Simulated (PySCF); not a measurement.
# NMR data sheet: C6H6F2O2

- Formula: C6H6F2O2
- SMILES: Cc1ccc(OC(F)F)o1
- Point group of the computed structure: C1
- Degrees of unsaturation: 3
- Carbon signals: 6
- Proton signals: 4

Numbering as in the mapped SMILES `[CH3:1][c:2]1[cH:3][cH:4][c:5]([O:6][CH:7]([F:8])[F:9])[o:10]1` (H(Xn): hydrogen on atom n).

- coordinates at the GFN2-xTB level
- PBE0/pcSseg-1 with gauge-including orbitals
- code: PySCF
- no relativistic terms, equivalent nuclei averaged, isolated molecule, a single conformation

References, each an isolated molecule treated in the same way: TMS for 1H (σ = 31.72 ppm), 13C (σ = 186.93 ppm); 19F (σ = 170.95 ppm) vs CFCl3; 17O (σ = 336.08 ppm) vs H2O.

| carbon | δC, type | δH (multiplicity) | HMBC from (2–3 bonds) | span of the C tensor (ppm) |
| --- | --- | --- | --- | --- |
| C1 | 16.1, CH3 | 2.36 (s) | H(C3) | 30 |
| C2 | 148.1, C | – | H(C3), H(C4), H(C1) | 132 |
| C3 | 115.2, CH | 6.31 (m) | H(C4), H(C1) | 166 |
| C4 | 93.1, CH | 5.71 (m) | H(C3) | 124 |
| C5 | 160.6, C | – | H(C7), H(C3), H(C4) | 114 |
| C7 | 121.3, CH | 7.25 (m) | – | 32 |

Other nuclei:
| atoms | nucleus | environment | δ (ppm) | σ (ppm) |
| --- | --- | --- | --- | --- |
| F8/F9 | 19F | fluorine of a CF2 group | -100.4 | 271.4 |
| O10 | 17O | aromatic ring oxygen | 282.8 | 53.3 |
| O6 | 17O | ether oxygen | 168.8 | 167.3 |

Carbon types of the structure: 2 × C, 3 × CH, 1 × CH3, which accounts for all hydrogens. δC 160.6: aromatic carbon bearing oxygen; σ withdrawal by the attached heteroatom moves it downfield of the ring CH carbons. δC 148.1: substituted aromatic carbon next to the ring oxygen. δC 121.3: sp3 CH bonded to 2 F and O; 3 electronegative neighbours deshield it. δC 115.2, 93.1: aromatic CH. δH 7.25: hydrogen on an sp3 CH bonded to 2 F and O; its carbon carries F and O, which withdraws density.

Splittings by 19F in the carbon and heteronuclear signals aren't shown, as no couplings were computed. Shifts are as computed. Against solution values, carbons near 30 ppm lie about +3 ppm off and those near 130 ppm about +5 ppm. Of 1211 compounds with measured shifts, 218 miss one by over three times the rms of a fit or turn the order of signals round; such compounds aren't used in these exercises. Unscaled 19F shifts against computed CFCl3 carry errors that often reach 10 to 50 ppm. Unscaled 17O shifts of doubly bonded oxygen tend to come out too high, by tens of ppm or more. Experimental scales use liquid or dissolved standards, which lie at an offset from isolated H2O (liquid H2O: subtract about 36 ppm). No couplings were computed; multiplicities are counted from neighbouring protons, with m where these are inequivalent, close in shift, in a saturated or five-membered ring or joined by F or P, and br s for small geminal =CH2 splittings.
